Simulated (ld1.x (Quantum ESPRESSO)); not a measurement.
Ir (Z = 77), RRKJ: configuration errors across variants

* Element: Ir (Z = 77)
* Generator: ld1.x (Quantum ESPRESSO) 7.5
* Type: norm-conserving RRKJ (Kleinman–Bylander form)
* Functional: PBE
* Relativity: fully relativistic
* Frozen core: [Xe] 4f14
* Valence charge: 9
* Reference configuration: 5d7 6s2 6p0
* Partial waves: 6p (bound, empty): rc 3.80 bohr; 5d (bound): rc 2.25 bohr; 6s (bound): rc 1.95 bohr
* Local potential: the s channel
* Core correction: none
* rho0: 0.02

Open shells are filled in proportion to 2j + 1 (rel_dist='average').

All-electron excitation energies from the reference (eV): (1) 5d7 6s1 6p0 9.888; (2) 5d7 6s0 6p0 27.362; (3) 5d6 6s0 6p0 57.898; (4) 5d6 6s2 6p1 7.099; (5) 5d6 6s2 6p0 12.201; (6) 5d8 6s1 6p0 -0.345; (7) 5d7 6s1.5 6p0 4.040.

3 further variants failed, have other tests or too few solved ones, and are left out.

Errors AE − PS in meV (a dash: test not solved or not reliable):

| change | (1) | (2) | (3) | (4) | (5) | (6) | (7) | bound ghosts |
| --- | --- | --- | --- | --- | --- | --- | --- | --- |
| base | +8.1 | +52 | +14 | -49 | -15 | -25 | +1.5 | none |
| all radii scaled by about 1.06 (s 2.08, p 4.04, d 2.40 bohr) | +6.9 | +43 | +0.2 | -36 | -20 | -23 | +1.3 | none |
| all radii scaled by about 1.24 (s 2.42, p 4.70, d 2.78 bohr) | +4.1 | +9.5 | -60 | +44 | +18 | +17 | +1.0 | none |
| all radii scaled by about 1.28 (s 2.50, p 4.88, d 2.90 bohr) | +2.8 | -2.8 | -75 | +64 | +31 | +29 | +0.9 | none |
| all radii scaled by about 1.37 (s 2.68, p 5.22, d 3.08 bohr) | -4.4 | -60 | -131 | +132 | +85 | +74 | -0.3 | none |

**Question.** Give the same row for: all radii scaled by about 1.15 (s 2.24, p 4.36, d 2.58 bohr).

**Answer.** +6.0, +32, -23, -4.6, -8.9, -9.9, +1.2; bound ghosts: none.
